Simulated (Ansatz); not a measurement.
```yaml
crystal:
  periodic: [false, false, false]
  atoms:
    - {symbol: Rh, position_ang: [-1.352733, 0.232641, -0.157461]}
    - {symbol: Rh, position_ang: [0.450152, -1.265748, 0.322847]}
    - {symbol: Rh, position_ang: [0.902581, 1.033107, -0.165386]}
basis:
  gaussian: {orbitals: def2-TZVPD, initial_orbitals: start.molden}
total_charge: -1
hamiltonian: {xc: pbe}
correlation: {method: rpa}
scf: {omitted_lower_state_checks: [starts]}
```

The file start.molden holds the orbitals of an earlier run on this structure, at another level or in another basis.

```sh
$ ansatz run in.yaml --threads 4 --pin off --events-out ev --progress --plain --max-ram 3916MiB
```

Output, abridged:

```
Functional definition: PBE
1173 factors; integrals over basis functions are off by at most 2.0e-4 eV
mean field evaluation 1: about -9027.6764 eV, gradient 6.0e0 eV
mean field evaluation 2: about -9027.8482 eV, gradient 4.9e-1 eV
mean field evaluation 4: about -9027.8482 eV, gradient 2.3e-3 eV
mean field evaluation 8: about -9027.8482 eV, gradient 1.0e-6 eV
mean field -9027.84821050 eV, -331.7673024405 hartree, gradient 1.8e-6 eV, S^2 0.000000; 0 other end points of the search recorded, 0 dependent functions left out; unrestricted orbitals would lower it
mean field evaluation 16: about -8949.0989 eV, gradient 6.9e0 eV
mean field evaluation 32: about -8956.3609 eV, gradient 9.2e-2 eV
reference -8946.36446531 eV, -328.7728300363 hartree; 26, 26 occupied and 94, 94 virtual orbitals, 1173 factors
Error: the energy between an occupied orbital and the lowest state that it is excited into in its spin channel is -0.1593 eV and must be positive: a state without a gap has no random-phase energy
```

**Question.** Can the result of this run be used?

**Answer.** No. The run stopped with an error. The reference has no gap: an occupied orbital lies above an empty one, and the correlation energy can't be formed.
